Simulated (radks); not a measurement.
The numbers below are computed, except where a source is named.
Question: Excited configurations of the bromine ion Br+: one electron is placed in a higher orbital outside [Ar] 3d10 4s2 4p3. The ground configuration is [Ar] 3d10 4s2 4p4. Code: a radial shooting solver on a logarithmic mesh with Libxc functionals. Model: non-relativistic Kohn-Sham, r2SCAN, spin-polarised, spherical densities, point nucleus; open shells are filled with parallel spins first; meta-GGA in the generalised Kohn-Sham scheme. Excitation = E - E(ground); binding = E(ion) - E, where the ion is the core of charge +2; n* = 2/sqrt(2 binding) in atomic units, and the quantum defect is n - n*.

outer orbital  excitation (eV)  binding (eV)     n*  quantum defect  eigenvalue (eV)  <r> (bohr)
4f                      17.619         3.423  3.987           0.013           -2.440       8.807
5s                      11.399         9.643  2.376           2.624           -7.750       4.394
5f                      18.760         2.282  4.883           0.117           -1.745       15.13
6p                      17.127         3.916  3.728           2.272           -3.148       10.28
6d                      18.343         2.700  4.490           1.510           -2.122       14.14
6f                      19.429         1.614  5.808           0.192           -1.272       22.96
7p                      18.577         2.465  4.698           2.302           -1.996       16.63

Estimate the row for 5p.

Answer: excitation (eV) 13.811; binding (eV) 7.232; n* 2.743; quantum defect 2.257; eigenvalue (eV) -5.713; <r> (bohr) 5.401. The Delta-SCF ionisation energy is 21.042 eV (NIST Atomic Spectra Database: 21.591 eV, measured). Self-interaction in the functional shifts the binding energies and quantum defects, so they are the method's values and not measured ones. Open shells are spherical and high-spin; term and fine-structure splittings are not resolved.
